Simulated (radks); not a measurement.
Valence configurations of Tm I (all share [Xe]). Method: Dirac Kohn-Sham, PBEsol, spin-unpolarised, spherical densities, point nucleus; open shells are shared between the two j in proportion to 2j + 1; computed with a radial shooting solver on a logarithmic mesh with Libxc functionals. Energies are relative to 4f13 6s2; eigenvalues in eV.

valence,E (eV),e(4f5/2),e(4f7/2),e(5d3/2),e(5d5/2),e(6p1/2)
4f13 6s2,0.000,-3.813,-2.617,-,-,-
4f13 6s1.5 6p0.5,1.412,-4.598,-3.401,-,-,-1.658
4f13 5d0.5 6s1.5,1.548,-3.561,-2.365,-0.851,-0.678,-
4f13 6s1 6p1,2.865,-5.342,-4.145,-,-,-1.989
4f12 5d1 6s2,4.874,-10.278,-9.010,-2.185,-1.876,-
4f12 6s2 6p1,6.100,-13.456,-12.186,-,-,-2.464
4f13 5d2,6.212,-3.389,-2.193,-0.971,-0.823,-
4f11 5d2 6s2,15.335,-17.305,-15.964,-3.310,-2.896,-
4f11 6s2 6p2,21.590,-24.557,-23.212,-,-,-3.520

NIST lists [Xe] 4f13 6s2 as the ground configuration; this level of theory agrees among the configurations tried. The energies are those of spherical spin-averaged densities, not of single terms. No valid solution was reached for [Xe] 4f14 6s1.
